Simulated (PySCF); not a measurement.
Delta-SCF ions had no search for a lower state. Excitations are Tamm–Dancoff values on a coarser integration grid. The basis has no diffuse functions, so Rydberg states are missing or too high.

# C$_{5}$H$_{9}$B, SMILES `B/C(C=C)=C\C` (charge 0, multiplicity 1)

Calculation: TPSSh-D3(BJ)/def2-TZVP // CAM-B3LYP-D3(BJ)/def2-TZVP (PySCF).

```
Property                                                       Value
-------------------------------------------  -----------------------
HOMO                                                        -6.15 eV
dipole moment                                              0.346 e·Å
HOMO–LUMO gap                                                3.84 eV
LUMO                                                        -2.32 eV
S1 excitation (TDA)                                          3.96 eV
S1 oscillator strength                                         0.067
brightest of the four lowest singlets (TDA)                  6.00 eV
T1 excitation (TDA)                                          2.68 eV
S1–T1 gap (TDA)                                              1.28 eV
vertical ionisation energy (Delta-SCF)                       8.51 eV
total energy                                            -220.8550 Ha
cost                                         roughly 21 core-minutes
```

```xyz
15

B     -0.1021     0.7479     1.3818
C     -0.1738     0.0339     0.0232
C     -1.4546    -0.1681    -0.6827
C     -2.6583     0.2192    -0.2843
C      0.9324    -0.4421    -0.5862
C      2.3491    -0.3964    -0.1405
H     -1.0807     1.1643     1.9157
H      0.9340     0.9060     1.9422
H     -1.3792    -0.6938    -1.6319
H     -2.8173     0.7459     0.6460
H     -3.5312     0.0156    -0.8893
H      0.7943    -0.9370    -1.5478
H      2.4821     0.0909     0.8192
H      2.7503    -1.4113    -0.0789
H      2.9549     0.1250    -0.8864
```
